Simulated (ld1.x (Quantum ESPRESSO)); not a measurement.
## Before and after: TM potential for mercury

* Element: mercury
* Generator: ld1.x (Quantum ESPRESSO) 7.5
* Type: norm-conserving Troullier–Martins (Kleinman–Bylander form)
* Functional: BP86
* Relativity: scalar-relativistic
* Frozen core: [Kr] 4d10 4f14
* Valence charge: 20
* Reference configuration: 5s2 5p6 5d9 6s0 6p0 (charge +3)
* Partial waves: 5s (bound): rc 1.40 bohr; 5p (bound): rc 1.45 bohr; 5d (bound): rc 1.50 bohr; 5f channel at 0.15 Ry: rc 1.30 bohr
* Local potential: all-electron potential smoothed inside 1.20 bohr (lloc = -2)
* Core correction: none

Change: all radii scaled by about 1.37 (s 1.92, p 2.00, d 2.06, f 1.78 bohr); local potential all-electron potential smoothed inside 1.64 bohr (lloc = -2).

Cutoffs: the cutoffs (Ry, on a coarse ladder) from which the occupation-weighted sum of valence levels, in a spherical-Bessel basis at the reference potential, stays within 10 and 1 mRy of its value at 400 Ry; they do not see the model core or the augmentation charge, which bear on the density cutoff. Errors are all-electron minus pseudo energies relative to the spin-unpolarised reference configuration.

Task: What does the change do?

Result: The potential gets softer (90 Ry and 120 Ry → 50 Ry and 70 Ry); of the 7 tests that both files solve, the error grows in 4 and shrinks in 3 by more than 15 % and 0.3 meV (median size 209.4 → 1827.8 meV); neither file shows a bound ghost. A larger radius leaves more room for a smooth pseudo-wave, so fewer plane waves are needed.

| quantity | base | changed |
| --- | --- | --- |
| cutoff, loose | 90 Ry | 50 Ry |
| cutoff, tight | 120 Ry | 70 Ry |
| loose cutoff by channel (10 mRy a level) | s 70 Ry, p 50 Ry, d 40 Ry | s 18 Ry, p 30 Ry, d 40 Ry |
| bound ghosts | none | none |
| error for 5s2 5p6 5d10 6s2 6p0, meV [ΔE -65.63 eV] | +332 | +3039 |
| error for 5s2 5p6 5d10 6s1 6p0, meV [ΔE -54.76 eV] | +209 | +1828 |
| error for 5s2 5p6 5d10 6s0 6p0, meV [ΔE -35.63 eV] | +11 | +6.5 |
| error for 5s2 5p6 5d10 6s0 6p1, meV [ΔE -47.26 eV] | +64 | +40 |
| error for 5s2 5p6 5d9 6s2 6p0, meV [ΔE -49.99 eV] | +459 | +4019 |
| error for 5s2 5p6 5d10 6s0 6p2, meV [ΔE -52.97 eV] | +84 | +53 |
| error for 5s2 5p6 5d9 6s2 6p1, meV [ΔE -55.26 eV] | +452 | +3722 |
